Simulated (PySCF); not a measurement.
C₃H₇NOSi, SMILES N1[SiH2]OC=CC1.

Coordinates come from a ωB97X-D3(BJ)/def2-SVP optimisation. This is a generated structure with no PubChem entry under its InChIKey; it may be hypothetical. Other conformers were not sampled.

Two levels are set side by side: TDA-PBE/def2-SVPD (PySCF) and TDA-PBE0/def2-SVPD (PySCF). Vertical, same geometry. The lowest singlet is HOMO→LUMO 81 %, HOMO→LUMO+2 15 % with PBE and HOMO→LUMO+1 87 % with the other functional; states are paired by order. Differences are taken from unrounded values.

```csv
quantity,TDA-PBE
lowest singlet excitation (eV),4.91
lowest triplet excitation (TDA) (eV),4.23
first bright state (f over 0.05) (eV),6.48
its oscillator strength,0.07
```

Task: These are the TDA-PBE values. What does TDA-PBE0 give? (An estimate is asked for; the answer gives what the named calculation found.)

Result: 
```
quantity                               TDA-PBE0  TDA-PBE minus TDA-PBE0
-------------------------------------  --------  ----------------------
lowest singlet excitation (eV)             5.71                   -0.80
lowest triplet excitation (TDA) (eV)       4.21                    0.02
first bright state (f over 0.05) (eV)      7.18                   -0.70
its oscillator strength                    0.18                   -0.11
```

A lower first singlet is the usual sign of a functional without exact exchange. Differences between two approximate levels are no errors against the true value.

Rough cost on one machine, each run with all the roots and properties that it gave: TDA-PBE0 against TDA-PBE about 3 times.
